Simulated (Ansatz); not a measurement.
```xyz
12

B     1.717   -0.133   -1.200
O     0.562   -0.806   -1.039
C    -0.421   -0.473   -0.135
C    -1.506   -1.236   -0.099
Ge   -0.230    1.074    1.060
H     2.468   -0.551   -2.028
H     1.958    0.836   -0.534
H    -1.608   -2.090   -0.760
H    -2.309   -1.019    0.592
H    -0.103    2.382    0.266
H     0.988    0.921    1.982
H    -1.518    1.095    1.896
```

Charge 0, multiplicity 1.

Question: List the ωB97M-V/def2-TZVPP orbital energies in eV (Ansatz 0.2.0). (An estimate is asked.)

Answer: Computed: Occupied: -10866.60, -1362.45, -1210.18, -1210.17, -1210.17, -527.37, -283.32, -281.51, -188.55, -174.23, -123.48, -123.46, -123.46, -36.29, -36.28, -36.27, -36.20, -36.20, -32.66, -24.36, -19.88, -19.25, -16.25, -15.89, -15.19, -14.80, -13.73, -12.23, -12.09, -11.80, -10.78, -9.77. Lowest empty: 0.98, 2.13, 2.42, 2.83, 3.11, 3.32, 3.55, 3.71.
